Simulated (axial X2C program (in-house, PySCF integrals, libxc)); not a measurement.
# Outer orbitals of AsBr⁻ at 2.439 Å, HF

All values were computed with an in-house relativistic program for diatomic molecules. Spin-free means the one-electron spin-free X2C Hamiltonian; two-component (2c) means X2C with spin–orbit coupling and atomic mean-field two-electron Coulomb and Gaunt terms, so the difference of the two also holds small scalar two-electron terms. Basis: Br dyall-acv3z [9s10p7d5f1g], As dyall-acv3z [10s10p7d5f1g] (cores contracted in-house); Gaussian nuclei, density fitting, unrestricted open shells. Masses: Br 78.918 u, As 74.922 u.

The distance is close to the 2c PBE0 minimum; the highest filled and lowest empty levels are listed.

Spin-free orbitals, state M_S = 1/2, Λ = 1 (beyond evenly filled blocks: π+α, π+β, π-α) (Löwdin shares):

```
symmetry  occupied  ε (eV)              atomic character
      σα       yes  -22.44    77% Br s, 7% As p, 6% As d
      σβ       yes  -22.32    79% Br s, 7% As p, 6% As d
      σα       yes  -14.90   71% As s, 17% Br p, 5% Br s
      σβ       yes  -12.81   67% As s, 22% Br p, 5% Br d
     π+α       yes   -6.51   82% Br p, 12% As p, 3% As d
     π-α       yes   -6.51   82% Br p, 12% As p, 3% As d
      σα       yes   -6.48   62% Br p, 26% As p, 7% As s
     π+β       yes   -6.35    86% Br p, 7% As p, 4% As d
      σβ       yes   -6.21  57% Br p, 25% As p, 12% As s
     π-β       yes   -6.07    88% Br p, 4% As d, 4% As p
     π+α       yes   -2.80   79% As p, 10% Br p, 7% Br d
     π-α       yes   -2.80   79% As p, 10% Br p, 7% Br d
     π+β       yes   -1.35    82% As p, 7% Br d, 6% Br p
      σα        no    4.07   72% As p, 19% Br p, 5% As s
      σβ        no    4.08   72% As p, 19% Br p, 6% As s
     π-β        no    4.48             94% As p, 2% As d
      σα        no    4.76  64% As s, 17% Br p, 16% As p
```

Spinors with spin–orbit coupling (state Ω = 3/2):

| ω | occupied | ε (eV) | atomic character | λ mixture |
| --- | --- | --- | --- | --- |
| 1/2 | yes | -22.42 | 77% Br s, 7% As p, 6% As d | 100% σ |
| -1/2 | yes | -22.28 | 79% Br s, 7% As p, 6% As d | 100% σ |
| 1/2 | yes | -14.89 | 71% As s, 17% Br p, 5% Br s | 100% σ |
| -1/2 | yes | -12.78 | 67% As s, 22% Br p, 5% Br d | 100% σ |
| -1/2 | yes | -6.74 | 80% Br p, 12% As p, 3% As d | 87% π, 13% σ |
| 1/2 | yes | -6.62 | 75% Br p, 14% As p, 4% As s | 52% σ, 48% π |
| 1/2 | yes | -6.38 | 72% Br p, 19% As p, 4% As s | 52% π, 48% σ |
| 3/2 | yes | -6.32 | 81% Br p, 13% As p, 3% As d | 100% π |
| -1/2 | yes | -6.09 | 60% Br p, 25% As p, 10% As s | 87% σ, 13% π |
| -3/2 | yes | -5.85 | 88% Br p, 5% As d, 4% As p | 100% π |
| -1/2 | yes | -2.90 | 79% As p, 9% Br p, 6% Br d | 100% π |
| 3/2 | yes | -2.66 | 78% As p, 10% Br p, 7% Br d | 100% π |
| 1/2 | yes | -1.45 | 81% As p, 7% Br d, 7% Br p | 98% π, 2% σ |
| 1/2 | no | 4.11 | 76% As p, 17% Br p, 3% As s | 99% σ, 1% π |
| -1/2 | no | 4.12 | 76% As p, 17% Br p, 4% As s | 100% σ |
| -3/2 | no | 4.48 | 94% As p, 2% As d | 100% π |
| -1/2 | no | 4.78 | 97% As p | 100% π |
| 3/2 | no | 4.79 | 97% As p | 100% π |
| 1/2 | no | 4.79 | 62% As s, 19% Br p, 16% As p | 95% σ, 5% π |

Question: How does the gap between the highest filled and lowest empty level change from the spin-free to the 2c table?

Answer: From 5.42 to 5.56 eV at HF, a change of 0.14 eV.

Mulliken charges and populations of the two-component result (they depend on the basis, above all on diffuse functions):

Br -0.51 e (s 7.97 p 17.49 d 10.04 f 0.01), As -0.49 e (s 7.96 p 15.47 d 10.05 f 0.01). ⟨Lz⟩ = 0.98 ħ and ⟨Sz⟩ = 0.52 ħ (0.00 and 0.52 on the two atoms), which add up to Ω.

Occupations by symmetry block were frozen at the best pattern of an incomplete PBE0 search.
